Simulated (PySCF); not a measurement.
# Atomic charges by several schemes

Species: C₄H₇F₃O₂.
SMILES with atom numbers: `[CH3:1][O:2][CH2:3][CH2:4][O:5][C:6]([F:7])([F:8])[F:9]` (hydrogens: H10, H11, H12 on C1; H13, H14 on C3; H15, H16 on C4)

Structure used (GFN2-xTB), in Å, numbered top down from 1:
```xyz
16
C4H7F3O2 angstrom
C      2.5690    0.3559    0.6356
O      1.7907    0.9629   -0.3721
C      0.6885    0.2158   -0.8016
C     -0.4714    0.2283    0.2049
O     -1.5863   -0.4248   -0.4287
C     -2.6284   -0.6284    0.3495
F     -2.3660   -1.4232    1.4075
F     -3.1410    0.4966    0.8832
F     -3.5992   -1.2114   -0.3390
H      2.0485    0.3273    1.5983
H      2.8559   -0.6631    0.3530
H      3.4629    0.9684    0.7336
H      0.3484    0.6831   -1.7282
H      0.9690   -0.8259   -1.0108
H     -0.7400    1.2605    0.4539
H     -0.2080   -0.3129    1.1195
```

Density: PBE0/pcSseg-1 (PySCF); schemes: Mulliken, IAO, Hirshfeld and ESP-fitted. The structure is a single GFN2-xTB conformer in the gas phase; no vibrational or solvent corrections.

Task: Which atoms carry the highest charge in the Mulliken, IAO, Hirshfeld and ESP-fitted schemes?

Result: All schemes agree: Mulliken C6 (+0.942); IAO C6 (+0.950); Hirshfeld C6 (+0.310); ESP-fitted C6 (+0.756).

Task: Which atoms carry the lowest charge in the Mulliken, IAO, Hirshfeld and ESP-fitted schemes?

Result: The schemes don't all agree: Mulliken O2 (-0.513); IAO O2 (-0.386); Hirshfeld O2 (-0.141); ESP-fitted O5 (-0.441).

Task: Give the atomic charges in each scheme.

Result: In e:

```csv
atom,environment,Mulliken,IAO,Hirshfeld,ESP-fitted
C1,methoxy carbon,-0.037,-0.205,-0.038,-0.121
O2,ether oxygen,-0.513,-0.386,-0.141,-0.355
C3,sp3 carbon bound to oxygen,+0.051,-0.049,+0.002,+0.033
C4,sp3 carbon bound to oxygen,0.000,-0.082,0.000,+0.238
O5,ether oxygen,-0.478,-0.357,-0.130,-0.441
C6,CF3 carbon,+0.942,+0.950,+0.310,+0.756
F7,fluorine of a CF3 group,-0.282,-0.300,-0.108,-0.235
F8,fluorine of a CF3 group,-0.279,-0.297,-0.105,-0.233
F9,fluorine of a CF3 group,-0.242,-0.267,-0.092,-0.189
H10,methyl hydrogen,+0.097,+0.123,+0.039,+0.072
H11,methyl hydrogen,+0.095,+0.125,+0.041,+0.092
H12,methyl hydrogen,+0.129,+0.164,+0.055,+0.125
H13,methylene hydrogen,+0.135,+0.162,+0.050,+0.094
H14,methylene hydrogen,+0.106,+0.123,+0.037,+0.068
H15,methylene hydrogen,+0.141,+0.153,+0.043,+0.051
H16,methylene hydrogen,+0.136,+0.143,+0.037,+0.045
```

Mean size of the charges over all atoms: IAO 0.243 e, Mulliken 0.229 e, ESP-fitted 0.197 e, Hirshfeld 0.077 e. Each set sums to the total charge, 0, to within 0.001 e. The ESP scheme is a least-squares fit of atom-centred charges to the potential on four shells outside the van der Waals surface, with the total charge fixed.

Task: Sum the charges by element.

Result: 
| element | atoms | Mulliken | IAO | Hirshfeld | ESP-fitted |
| --- | --- | --- | --- | --- | --- |
| C | 4 | +0.956 | +0.613 | +0.275 | +0.906 |
| O | 2 | -0.991 | -0.743 | -0.271 | -0.796 |
| F | 3 | -0.803 | -0.863 | -0.306 | -0.656 |
| H | 7 | +0.838 | +0.993 | +0.303 | +0.547 |

Task: How many electrons does the Hirshfeld scheme count on C1?

Result: Z − q = 6 − (-0.038) = 6.038.
